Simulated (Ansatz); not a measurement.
Cr₂N₂, relaxed as a triplet with UKS r2SCAN-D4/def2-SVP in Ansatz, starting from the r2SCAN-D4/def2-SVP geometry of the neutral singlet. Force threshold 0.02 eV/Å.

The charge 0 triplet is spin-contaminated (final ⟨S²⟩ up to 5.63, 2.00 for a pure state). The structure comes from a short search, and lower isomers may exist.

Start:

```xyz
4

Cr    0.883    0.329   -0.722
Cr    0.468    0.572    0.929
N    -0.998    0.069   -0.261
N    -0.353   -0.970    0.054
```

```
step  energy (eV)  largest force component (eV/Å)  SCF passes
   1  -59806.7934                           6.401         193
   2  -59807.2875                           4.418          53
   3  -59807.8545                           2.241          57
   4  -59808.3405                           1.318          57
   5  -59808.4625                           1.404          51
   6  -59808.4810                           0.268          48
   7  -59808.4817                           0.085          47
   8  -59808.4834                           0.040          47
   9  -59808.4844                           0.089          45
  10  -59808.5011                           0.288          51
  11  -59808.5156                           0.291          46
  12  -59808.5303                           0.286          46
  13  -59808.5449                           0.245          51
  14  -59808.5491                           0.077          47
  15  -59808.5494                           0.057          49
  16  -59808.5495                           0.012          49
```

Force components are those of the run's own axes.

End:

Cartesian coordinates in Å:
```
Cr 1.909 0.813 -1.246
Cr 0.322 0.431 0.758
N -1.419 -0.132 0.088
N -0.813 -1.112 0.400
```

Bonds lost: Cr1–N3, Cr1–N4 (atoms count from 1).

No frequencies were taken in this run, so the end may be a saddle point.

Hardware: 4 threads of Arm Neoverse V2 on a shared host. Wall time 85 s.
